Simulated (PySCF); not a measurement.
F6Si, charge -2, singlet, at a GFN2-xTB geometry (in this run its highest filled SCF level lies above zero, so its values depend strongly on the basis, on diffuse functions most of all); PySCF with WB97X-V/STO-3G.

The PySCF input:
```python
from pyscf import gto, scf, dft

mol = gto.Mole()
mol.atom = '''
    F     0.398849   -1.654343   -0.164620
    Si    0.000000    0.000000   -0.000000
    F     1.175047    0.400278   -1.175616
    F    -1.175047   -0.400278    1.175616
    F     1.176101    0.161115    1.230390
    F    -0.398849    1.654343    0.164620
    F    -1.176101   -0.161115   -1.230390
'''
mol.basis = 'sto-3g'
mol.charge = -2
mol.spin = 0
mol.verbose = 4
mol.build()

mf = dft.RKS(mol)
mf.xc = 'wb97x_v'
mf.grids.atom_grid = (99, 590)
mf.grids.prune = None
mf.kernel()
```

The log (banner, timings and long lists left out):

```
PySCF version 2.14.0

[INPUT] verbose = 4
[INPUT] num. atoms = 7
[INPUT] num. electrons = 70
[INPUT] charge = -2
[INPUT] spin (= nelec alpha-beta = 2S) = 0
[INPUT] symmetry False subgroup None
[INPUT] Mole.unit = angstrom
[INPUT] Symbol           X                Y                Z      unit          X                Y                Z       unit  Magmom
[INPUT]  1 F      0.398849000000  -1.654343000000  -0.164620000000 AA    0.753715375057  -3.126255186091  -0.311086714626 Bohr   0.0
[INPUT]  2 Si     0.000000000000   0.000000000000   0.000000000000 AA    0.000000000000   0.000000000000   0.000000000000 Bohr   0.0
[INPUT]  3 F      1.175047000000   0.400278000000  -1.175616000000 AA    2.220517013492   0.756415793689  -2.221592267657 Bohr   0.0
[INPUT]  4 F     -1.175047000000  -0.400278000000   1.175616000000 AA   -2.220517013492  -0.756415793689   2.221592267657 Bohr   0.0
[INPUT]  5 F      1.176101000000   0.161115000000   1.230390000000 AA    2.222508784827   0.304463224559   2.325100126404 Bohr   0.0
[INPUT]  6 F     -0.398849000000   1.654343000000   0.164620000000 AA   -0.753715375057   3.126255186091   0.311086714626 Bohr   0.0
[INPUT]  7 F     -1.176101000000  -0.161115000000  -1.230390000000 AA   -2.222508784827  -0.304463224559  -2.325100126404 Bohr   0.0

nuclear repulsion = 484.334515682775
number of shells = 23
number of NR pGTOs = 117
number of NR cGTOs = 39
basis = sto-3g
ecp = {}

******** <class 'pyscf.dft.rks.RKS'> ********
method = RKS
initial guess = minao
damping factor = 0
level_shift factor = 0
DIIS = <class 'pyscf.scf.diis.CDIIS'>
diis_start_cycle = 1
diis_space = 8
diis_damp = 0
SCF conv_tol = 1e-09
SCF conv_tol_grad = None
SCF max_cycles = 50
direct_scf = True
direct_scf_tol = 1e-13
XC library pyscf.dft.libxc version 7.1.2
    S. Lehtola, C. Steigemann, M. J. T. Oliveira, and M. A. L. Marques,  SoftwareX 7, 1–5 (2018)
XC functionals = wb97x_v
    N. Mardirossian and M. Head-Gordon,  Phys. Chem. Chem. Phys. 16, 9904–9924 (2014)
radial grids:
    Treutler-Ahlrichs [JCP 102, 346 (1995); DOI:10.1063/1.469408] (M4) radial grids

becke partition: Becke, JCP 88, 2547 (1988); DOI:10.1063/1.454033
pruning grids: None
grids dens level: 3
symmetrized grids: False
atomic radii adjust function: <function treutler_atomic_radii_adjust>
User specified grid scheme (99, 590)
** Following is NLC and NLC Grids **
NLC functional = wb97x_v
radial grids:
    Treutler-Ahlrichs [JCP 102, 346 (1995); DOI:10.1063/1.469408] (M4) radial grids

becke partition: Becke, JCP 88, 2547 (1988); DOI:10.1063/1.454033
pruning grids: <function nwchem_prune>
grids dens level: 3
symmetrized grids: False
atomic radii adjust function: <function treutler_atomic_radii_adjust>
small_rho_cutoff = 0
Set gradient conv threshold to 3.16228e-05
Initial guess from minao.
tot grids = 408872
tot grids = 104752
init E= -876.333534105977
  HOMO = -0.59741956602341  LUMO = 0.031083499015879  gap/eV = 17.10244
cycle= 1 E= -875.71794932516  delta_E= 0.616  |g|= 0.648  |ddm|= 3.02
  HOMO = 0.336375238101995  LUMO = 0.951191208130828  gap/eV = 16.72999
cycle= 2 E= -875.873762487838  delta_E= -0.156  |g|= 0.174  |ddm|= 1.28
  HOMO = 0.312783227941445  LUMO = 0.995219968921801  gap/eV = 18.57005
cycle= 3 E= -875.882332232139  delta_E= -0.00857  |g|= 0.00642  |ddm|= 0.233
  HOMO = 0.311935250607628  LUMO = 0.997016473035647  gap/eV = 18.64201
cycle= 4 E= -875.882360760572  delta_E= -2.85e-05  |g|= 0.00143  |ddm|= 0.0159
  HOMO = 0.311995074087976  LUMO = 0.997187979353414  gap/eV = 18.64505
cycle= 5 E= -875.882362368468  delta_E= -1.61e-06  |g|= 8.04e-05  |ddm|= 0.00473
  HOMO = 0.311984614433333  LUMO = 0.997176707352681  gap/eV = 18.64503
cycle= 6 E= -875.882362372906  delta_E= -4.44e-09  |g|= 6.98e-06  |ddm|= 0.000241
  HOMO = 0.311985052059245  LUMO = 0.997176321341231  gap/eV = 18.64500
cycle= 7 E= -875.882362372934  delta_E= -2.84e-11  |g|= 4.3e-07  |ddm|= 1.93e-05
  HOMO = 0.311985055723008  LUMO = 0.997176447805879  gap/eV = 18.64501
Extra cycle  E= -875.882362372928  delta_E= 5.68e-12  |g|= 9.56e-08  |ddm|= 1.08e-06
converged SCF energy = -875.882362372928
```
